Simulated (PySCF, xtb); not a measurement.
tert-butyl chloride (C4H9Cl), SMILES CC(C)(C)Cl.

Harmonic wavenumbers (cm⁻¹) from GFN2-xTB (xtb 6.7.1) at its own minimum, in rising order: 183, 236, 237, 282, 282, 351, 399, 399, 593, 846, 960, 960, 971, 1035, 1035, 1169, 1246, 1246, 1401, 1401, 1421, 1471, 1484, 1484, 1487, 1487, 1503, 3022, 3022, 3030, 3036, 3041, 3041, 3044, 3045, 3045.

What does B3LYP-D3(BJ)/def2-SVP (PySCF) give at its own minimum? (An estimate is asked for; the answer gives what the named calculation found.)

236, 290, 290, 299, 299, 371, 411, 412, 571, 821, 934, 934, 966, 1042, 1042, 1172, 1259, 1259, 1389, 1389, 1412, 1441, 1457, 1457, 1469, 1469, 1489, 3029, 3029, 3037, 3114, 3114, 3120, 3136, 3139, 3139. Paired by order, the mean absolute difference is 30 cm⁻¹ and the zero-point energies are 75.6 and 76.4 kcal/mol.
